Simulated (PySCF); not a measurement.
**A series of tetrahedral complexes of Different ions with O ligands**

All values are computed with PySCF: state-averaged CASSCF of the d shell with SC-NEVPT2, spin-free X2C, triple-zeta basis on the metal and double-zeta on the ligands, mean-field spin-orbit coupling; DFT geometries.

```
 complex  point group  M–L / Å  L–M–L / °  solvent
[MnO4]2-           Td     1.63        109    water
[MnO4]3-           Td     1.69        109    water
[CrO4]3-           Td     1.70        109    water
 [VO4]4-          D2d     1.80    107–114    water
[CrO4]4-           Td     1.78        109    water
```

For [MnO4]2-, [MnO4]3-, [CrO4]3- the d shell alone is too small an active space: their values show what this model gives and aren't sound predictions.

(1) What are the ground states and moments?

In [VO4]4- the symmetry is lower than cubic, so the total splitting isn't 10Dq alone: it holds the effect of the lower symmetry too.

In [VO4]4-, [CrO4]4- the metal orbitals mix much with the ligands', for which an active space of the metal shell alone is small.

Answers

(1) 
```csv
complex,shell,ground state (NEVPT2),total orbital splitting (CASSCF fit) / cm⁻¹,μeff(300 K) / μB
[MnO4]2-,d1,2E,18685,1.72
[MnO4]3-,d2,3A2,14642,2.79
[CrO4]3-,d1,2E,15033,1.72
[VO4]4-,d1,2A1 (from 2E),13885,1.73
[CrO4]4-,d2,3A2,10867,2.79
```
